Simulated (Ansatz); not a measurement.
The same carbene extrusion along the group O, S, Se.

Calculated with Ansatz (gas phase, PBE0-D4/def2-TZVP geometries, no zero-point term in ΔE). CBS: MP2 limit from def2 TZ/QZ plus the TZ coupled-cluster correction, frozen cores. This one scheme is used for every species. Functionals use def2-TZVPP. Triplets are unrestricted, without spin–orbit coupling. For Se outer-core shells are correlated without core-valence functions, which leaves a few kJ/mol of doubt a bond. Scalar relativity is left out up to krypton. Each species was taken in one conformer, which may not be the lowest.

```tsv
reaction	PBE-D4 (kcal/mol)	RPA@PBE/def2-TZVPP (kcal/mol)	r2SCAN-D4 (kcal/mol)
`C[O][Al]([F])[Cl]` → `[CH2]` (triplet) + `[OH][Al]([F])[Cl]`	91.8	87.1	84.8
`C[S][Al]([F])[Cl]` → `[CH2]` (triplet) + `[F][Al]([SH])[Cl]`	101.8	94.7	94.4
`C[Se][Al]([F])[Cl]` → `[CH2]` (triplet) + `[F][Al]([Cl])[SeH]`	103.8	97.9	96.3
```

Q: Give the CCSD(T)/CBS values in the same order. (Best estimate.)

A: The calculation gave: 89.5, 99.5, 101.9 kcal/mol.

Largest T1 diagnostic: 0.011, for `C[O][Al]([F])[Cl]`.
